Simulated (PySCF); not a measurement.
CH10O2Si3. Atoms are numbered in the order given.

```xyz
16

O     -1.5067     2.2153    -0.0707
C     -0.7406     1.4404    -0.9626
Si     0.1824     0.1157     0.0322
O      0.8637     1.0957     1.2313
Si     1.8170    -1.0360    -1.2068
Si    -1.3396    -1.3814     1.0167
H     -0.9183     2.4694     0.6524
H     -0.0184     2.0513    -1.5437
H     -1.4224     0.9825    -1.6976
H      1.1930     0.6589     2.0220
H      1.1528    -1.8861    -2.2452
H      2.7532    -0.0881    -1.8882
H      2.6155    -1.9310    -0.3106
H     -0.6240    -2.2824     1.9771
H     -2.4013    -0.6452     1.7681
H     -1.9788    -2.2349    -0.0337
```
Charge 0, spin multiplicity 1.

The structure is a stationary point at PBE0-D3(BJ)/def2-SVP. The structure was generated by enumeration, and PubChem lists no compound with its InChIKey, so it may never have been made. The values are those of a single conformer.

Method: PBE/pcSseg-1 run with PySCF.

GIAO shieldings, no solvent; atoms listed in one row are averaged. δ = σ(ref) − σ: ¹⁷O against H2O (σ = 334.3 ppm); ¹³C against TMS (σ = 182.0 ppm); ²⁹Si against TMS (σ = 335.4 ppm); ¹H against TMS (σ = 31.49 ppm), references at their B3LYP-D3(BJ)/def2-TZVP geometries, non-relativistic.

Computed chemical shifts:
```json
[
 {"nucleus": "¹⁷O", "atoms": "O4", "count": "1", "δ (ppm)": "19.3"},
 {"nucleus": "¹⁷O", "atoms": "O1", "count": "1", "δ (ppm)": "10.9"},
 {"nucleus": "¹³C", "atoms": "C2", "count": "1", "δ (ppm)": "61.0"},
 {"nucleus": "²⁹Si", "atoms": "Si3", "count": "1", "δ (ppm)": "15.5"},
 {"nucleus": "²⁹Si", "atoms": "Si6", "count": "1", "δ (ppm)": "-116.0"},
 {"nucleus": "²⁹Si", "atoms": "Si5", "count": "1", "δ (ppm)": "-117.7"},
 {"nucleus": "¹H", "atoms": "H8", "count": "1", "δ (ppm)": "4.59"},
 {"nucleus": "¹H", "atoms": "H9", "count": "1", "δ (ppm)": "3.95"},
 {"nucleus": "¹H", "atoms": "H11, H12, H13, H14, H15, H16", "count": "6", "δ (ppm)": "3.79"},
 {"nucleus": "¹H", "atoms": "H7", "count": "1", "δ (ppm)": "1.66"},
 {"nucleus": "¹H", "atoms": "H10", "count": "1", "δ (ppm)": "0.19"}
]
```
